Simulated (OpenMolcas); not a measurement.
An atom or ion with 42 electrons was computed by SS-CASPT2, IPEA 0.25 Eh, imaginary shift 0.1 Eh with spin-orbit coupling (OpenMolcas, ANO-RCC-VTZP, DKH2). The lowest levels that the run gave, each within 12 % of the measured value where one is at hand:

```json
{"J": "4", "Parity": "even", "E (eV)": "0.0000", "g": "1.494"}
{"J": "3", "Parity": "even", "E (eV)": "0.318", "g": "1.496"}
{"J": "2", "Parity": "even", "E (eV)": "0.476", "g": "1.497"}
{"J": "1", "Parity": "even", "E (eV)": "0.592", "g": "1.498"}
{"J": "0", "Parity": "even", "E (eV)": "0.645", "g": ""}
{"J": "2", "Parity": "even", "E (eV)": "2.713", "g": "1.479"}
{"J": "4", "Parity": "even", "E (eV)": "2.715", "g": "1.024"}
{"J": "6", "Parity": "even", "E (eV)": "2.834", "g": "1.160"}
{"J": "5", "Parity": "even", "E (eV)": "2.870", "g": "1.079"}
{"J": "3", "Parity": "even", "E (eV)": "3.173", "g": "1.014"}
{"J": "4", "Parity": "even", "E (eV)": "3.249", "g": "1.015"}
{"J": "2", "Parity": "even", "E (eV)": "3.291", "g": "0.689"}
```

Q: Which ion is it, and what are the configurations and terms?

A: Ag5+ (Z = 47, charge +5; active space 6 electrons in 5 orbitals (4d)). J, parity and g give the terms where levels are pure, and mixed ones are named by the computed weights; the size of the splittings, set against known spectra of the 42-electron sequence, gives the charge. In order, with the measured energies in eV (the list in Gamrath, thesis, University of Mons (2023)): 4d6 5D4, 4d6 5D3 (0.3338), 4d6 5D2 (0.4901), 4d6 5D1 (0.6126), 4d6 5D0 (0.6670), 4d6 3P2(1) (2.6088), 4d6 3H4 [35 %], 4d6 3H6 (2.6672), 4d6 3H5 [73 %] (2.7043), 4d6 3F3(1) (3.0303), 4d6 3H4 [53 %], 4d6 3F2(1) (3.1376).

CASPT2 breaks the degeneracy within a term, and the mean is taken; among the terms shown or strongly mixed into the levels shown the widest spread is 100 cm-1 (4d6 3F(1)). Terms from blocks run as CI alone lack orbitals of their own. Measured partners are found by configuration, term and J. A level has none where our copy of the source lacks it or the pairing is in doubt (some pairs that miss far off the trend of their configuration count as doubtful), and it then counts in no deviation. Levels of configurations outside the active space are missing.

A share in square brackets marks a mixed level and gives the weight of the term that names it. A number in round brackets counts repeated terms of one configuration in the order of the reference energies.
